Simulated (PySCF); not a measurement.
Ligands exchanged one at a time, Si SiH3-C2H5. Gas-phase values, no solvent. One relaxed conformer stands for each flexible species; it need not be the lowest. Strings in code marks are SMILES.

Computed with PBE-D3(BJ)/def2-TZVP // PBE-D3(BJ)/def2-SVP (PySCF). Excitations are Tamm–Dancoff values on a coarser integration grid. The basis has no diffuse functions, so Rydberg states are missing or too high.

```tsv
species	T1 excitation (TDA) (eV)	S1 excitation (TDA) (eV)	HOMO–LUMO gap (eV)	HOMO (eV)
0 of 4 SiH3 replaced by C2H5	–	?	5.79	?
1 of 4 SiH3 replaced by C2H5 (`CC[Si]([SiH3])([SiH3])[SiH3]` (C–C–Si–Si torsion 60°))	5.10	5.61	5.43	-6.68
2 of 4 SiH3 replaced by C2H5	5.03	5.78	5.41	?
3 of 4 SiH3 replaced by C2H5 (`CC[Si]([SiH3])(CC)CC`)	5.55	6.23	5.95	-6.32
4 of 4 SiH3 replaced by C2H5 (`CC[Si](CC)(CC)CC`)	6.43	6.51	6.49	?
```

**Question.** What belongs in the gaps?

**Answer.** 
- 0 of 4 SiH3 replaced by C2H5, S1 excitation (TDA) (eV): 5.80
- 0 of 4 SiH3 replaced by C2H5, HOMO (eV): -6.96
- 2 of 4 SiH3 replaced by C2H5, HOMO (eV): -6.41
- 4 of 4 SiH3 replaced by C2H5 (`CC[Si](CC)(CC)CC`), HOMO (eV): -6.38
